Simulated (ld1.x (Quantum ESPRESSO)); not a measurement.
**Reading a pseudo-wave (Ce (Z = 58))**

Columns: radius, all-electron u(r) and pseudo u(r) of the 6s shell (level -3.77 eV) of cerium in the configuration [Xe] 4f1 5d1 6s2 6p0; PBEsol, scalar-relativistic, TM semilocal scheme, ld1.x (Quantum ESPRESSO) 7.5.

```json
{"r (bohr)": "0.210", "all-electron": "0.1118", "pseudo": "-0.0198"}
{"r (bohr)": "0.420", "all-electron": "-0.1332", "pseudo": "-0.0397"}
{"r (bohr)": "0.630", "all-electron": "-0.0992", "pseudo": "-0.0597"}
{"r (bohr)": "0.840", "all-electron": "0.1044", "pseudo": "-0.0800"}
{"r (bohr)": "1.050", "all-electron": "0.2382", "pseudo": "-0.1010"}
{"r (bohr)": "1.260", "all-electron": "0.2570", "pseudo": "-0.1235"}
{"r (bohr)": "1.470", "all-electron": "0.1913", "pseudo": "-0.1486"}
{"r (bohr)": "1.680", "all-electron": "0.0808", "pseudo": "-0.1783"}
{"r (bohr)": "1.890", "all-electron": "-0.0441", "pseudo": "-0.2145"}
{"r (bohr)": "2.100", "all-electron": "-0.1644", "pseudo": "-0.2590"}
{"r (bohr)": "2.310", "all-electron": "-0.2703", "pseudo": "-0.3120"}
{"r (bohr)": "2.520", "all-electron": "-0.3578", "pseudo": "-0.3706"}
{"r (bohr)": "2.730", "all-electron": "-0.4265", "pseudo": "-0.4286"}
{"r (bohr)": "2.940", "all-electron": "-0.4779", "pseudo": "-0.4780"}
{"r (bohr)": "3.150", "all-electron": "-0.5139", "pseudo": "-0.5139"}
{"r (bohr)": "3.360", "all-electron": "-0.5368", "pseudo": "-0.5368"}
{"r (bohr)": "3.570", "all-electron": "-0.5484", "pseudo": "-0.5484"}
{"r (bohr)": "3.780", "all-electron": "-0.5508", "pseudo": "-0.5508"}
{"r (bohr)": "3.990", "all-electron": "-0.5454", "pseudo": "-0.5454"}
{"r (bohr)": "4.200", "all-electron": "-0.5339", "pseudo": "-0.5339"}
{"r (bohr)": "4.410", "all-electron": "-0.5175", "pseudo": "-0.5175"}
{"r (bohr)": "4.620", "all-electron": "-0.4974", "pseudo": "-0.4974"}
{"r (bohr)": "4.830", "all-electron": "-0.4746", "pseudo": "-0.4746"}
{"r (bohr)": "5.040", "all-electron": "-0.4499", "pseudo": "-0.4499"}
{"r (bohr)": "5.250", "all-electron": "-0.4240", "pseudo": "-0.4240"}
{"r (bohr)": "5.460", "all-electron": "-0.3975", "pseudo": "-0.3975"}
```

**Question.** How many radial nodes do the two functions have?

**Answer.** The all-electron 6s function has n − l − 1 = 5 (the table is too coarse to show those close to the nucleus); the pseudo-wave has 0, since the states of the same l below it are removed with the core.

**Question.** At about which radius was the pseudo-wave matched?

**Answer.** 3.15 bohr, where the columns begin to agree (steps of 0.21 bohr).

**Question.** Where does each function peak?

**Answer.** Outermost all-electron maximum near 3.78 bohr, pseudo maximum near 3.78 bohr (to the table’s step).

**Question.** Is the pseudo-wave norm-conserving?

**Answer.** Yes: the TM semilocal scheme keeps the norm inside the radius equal to the all-electron one, which fixes the energy derivative of the logarithmic derivative at the level.
